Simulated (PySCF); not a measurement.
# O²⁺: excitation energy

O²⁺ [He] 2s2 2p2 (3P) → O²⁺ [He] 2s1 2p3 (5S), as a difference of total energies. All numbers are calculated (PySCF 2.14, scalar relativity by spin-free X2C-1e, in x2c-TZVPPall (5s3p2d1f, 31 functions)). Correlated levels: valence: 1s2 frozen; valence and next inner shell: nothing frozen. The calculations carry no spin-orbit coupling.

```tsv
method	excitation energy (cm⁻¹)
UHF	44930
LDA	59439
PBE	60967
PBE0	59381
r2SCAN	53187
wB97X	58166
B97-3	64039
r2SCAN0	54007
BHandHLYP	66095
ROHF	43611
MP2 (valence)	55212
SCS-MP2 (valence)	59949
MP2 (valence and next inner shell)	55141
SCS-MP2 (valence and next inner shell)	59882
```

A first-order spin-orbit estimate (lowest level to lowest level, LS coupling) adds 0.028 eV.
